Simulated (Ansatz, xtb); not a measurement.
Ranking isomers of C5H5NO2

6 gas-phase structures of C5H5NO2, from a drawn sample of its isomers (lower ones may exist). Each was relaxed with GFN2-xTB; where two conformers were screened, the lower at r2SCAN-D4/def2-SVP is listed:

A. `Cc1ncc(C=O)o1`, a singlet
B. `Cc1nc(C=O)co1`, a singlet
C. `Cc1ocnc1C=O`, a singlet
D. `Cc1cnc(C=O)o1`, a singlet
E. `Cc1coc(C=O)n1`, a singlet
F. `Cc1ncoc1C=O`, a singlet

Which do you expect lowest at r2SCAN-D4/def2-SVP, and how would the others follow?

Calculated order at r2SCAN-D4/def2-SVP: A (0.0), C (0.5), B (0.8), F (1.1), D (2.4), E (4.1) kcal/mol. Less than 1 kcal/mol parts A and C; C and B; B and F, so the order within those pairs means little.

Energies above the lowest of each column, in kcal/mol; the last columns are at PBE0-D3(BJ)/def2-SVP geometries:

```csv
structure,GFN2-xTB,HF/STO-3G,r2SCAN-D4/def2-SVP,PBE0-D3(BJ)/def2-SVP,CCSD(T)/def2-SVP + ΔMP2/def2-TZVPP
A,0.0,1.2,0.0,1.1,0.6
C,0.4,1.1,0.5,0.0,0.0
B,0.7,0.0,0.8,1.3,0.2
F,0.4,4.1,1.1,1.3,1.6
D,3.7,2.5,2.4,3.6,3.0
E,4.6,4.3,4.1,5.2,4.3
```

CCSD(T)/def2-SVP + ΔMP2/def2-TZVPP has A and B and C within 1 kcal/mol of each other at the bottom, and every level picks one of them. CCSD(T)/def2-SVP + ΔMP2/def2-TZVPP orders those it was run on as C (0.0), B (0.2), A (0.6), F (1.6), D (3.0), E (4.3) kcal/mol. Less than 1 kcal/mol parts C and B; B and A, so the order within those pairs means little. Flexible structures stand in one conformer each, not always the lowest. ΔMP2 is the change of the MP2 energy from the smaller to the larger basis.

Over these structures GFN2-xTB departs from r2SCAN-D4/def2-SVP by 0.5 kcal/mol on average once a common shift is removed. A GFN2-xTB relaxation took about 0.18 s and the r2SCAN-D4/def2-SVP energy about 4.5 s on a shared host (Ansatz 0.2.0, xtb 6.7.1).
